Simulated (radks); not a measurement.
The numbers below are computed, except where a source is named.
Ce5+, configuration [Kr] 4d10 5s2 5p5.

Level of theory: scalar-relativistic Kohn-Sham, BLYP, spin-polarised, spherical densities, finite nucleus; open shells are filled with parallel spins first (spin-orbit coupling, left out, can overturn this in heavy ions); Fermi nuclear charge, rms radius 4.8771 fm (a radial shooting solver on a logarithmic mesh with Libxc functionals).

Energy parts (hartree):
total: -8855.6390
kinetic: 9386.1393
electron-nucleus: -21333.7525
Hartree: 3299.9309
exchange-correlation: -207.9566

Orbitals (lengths in bohr, moments of r in powers of bohr; r(max) is where P^2 peaks):
| orbital | occ. | eigenvalue (hartree) | <r^2> | <1/r> | r(max) |
|---|---|---|---|---|---|
| 1s up | 1 | -1482.175 | 0.0008208 | 63.34 | 0.01574 |
| 1s down | 1 | -1482.172 | 0.0008208 | 63.34 | 0.01574 |
| 2s up | 1 | -239.2061 | 0.01306 | 14.60 | 0.08907 |
| 2s down | 1 | -239.2046 | 0.01306 | 14.60 | 0.08907 |
| 2p up | 3 | -214.4908 | 0.01041 | 13.83 | 0.07167 |
| 2p down | 3 | -214.4883 | 0.01041 | 13.83 | 0.07167 |
| 3s up | 1 | -53.28919 | 0.08874 | 5.299 | 0.2547 |
| 3s down | 1 | -53.28675 | 0.08874 | 5.299 | 0.2547 |
| 3p up | 3 | -45.42855 | 0.08875 | 5.018 | 0.2493 |
| 3p down | 3 | -45.42577 | 0.08875 | 5.018 | 0.2493 |
| 3d up | 5 | -34.25223 | 0.07582 | 4.759 | 0.2052 |
| 3d down | 5 | -34.24955 | 0.07581 | 4.760 | 0.2052 |
| 4s up | 1 | -12.52961 | 0.4547 | 2.221 | 0.5919 |
| 4s down | 1 | -12.52426 | 0.4546 | 2.221 | 0.5920 |
| 4p up | 3 | -9.95138 | 0.5119 | 2.052 | 0.6175 |
| 4p down | 3 | -9.94590 | 0.5116 | 2.052 | 0.6176 |
| 4d up | 5 | -6.23573 | 0.6263 | 1.798 | 0.6488 |
| 4d down | 5 | -6.22887 | 0.6248 | 1.799 | 0.6489 |
| 5s up | 1 | -3.41631 | 2.305 | 0.9261 | 1.333 |
| 5s down | 1 | -3.38258 | 2.304 | 0.9278 | 1.330 |
| 5p up | 3 | -2.70245 | 2.878 | 0.8203 | 1.471 |
| 5p down | 2 | -2.66796 | 2.889 | 0.8198 | 1.470 |

The highest occupied level is 5p down at -72.599 eV. Summed over all electrons, <r^2> = 30.81 bohr^2, which gives a Langevin (diamagnetic) susceptibility term of -24.4 x 10^-6 cm^3/mol. Spin moment in Bohr magnetons: 1. For comparison, the ionisation energy in NIST's Atomic Spectra Database is 78 eV (semi-empirical). In exact Kohn-Sham theory the highest level is minus the ionisation energy, but local and semilocal functionals leave it too shallow, through self-interaction and a potential that decays too fast; potentials with the right tail come closer. The spin density at the nucleus is -1.126 e/bohr^3 (1s -0.423, 2s 0.103, 3s 0.090, 4s 0.272, 5s -1.168). The electron density at the nucleus is 3.979e+05 e/bohr^3 (large components only). The density falls to 0.001 e/bohr^3 at r = 3.18 bohr.
